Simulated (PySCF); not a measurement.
**Electron correlation in Co²⁺ (cobalt, charge +2)**

[Ar] 3d6 4s1, high-spin 6D determinant (an excited configuration). Computed with PySCF 2.14 in x2c-TZVPPall with one added diffuse shell each of s, p, d, f type (7s6p5d3f1g, 80 functions), with the spin-free X2C one-electron Hamiltonian (Gaussian nucleus). Frozen: [Ar]; 7 electrons correlated.

```json
{"level": "CCSD", "correlation energy (mhartree)": "-137.26"}
{"level": "(T)", "correlation energy (mhartree)": "-1.91"}
{"level": "CCSD(T)", "correlation energy (mhartree)": "-139.17"}
```

Diagnostics: T1 = 0.0059, D1 = 0.0135, largest double amplitude 0.015.

Cost of the coupled-cluster step: of the order of 11 core-seconds, for 7 correlated electrons.
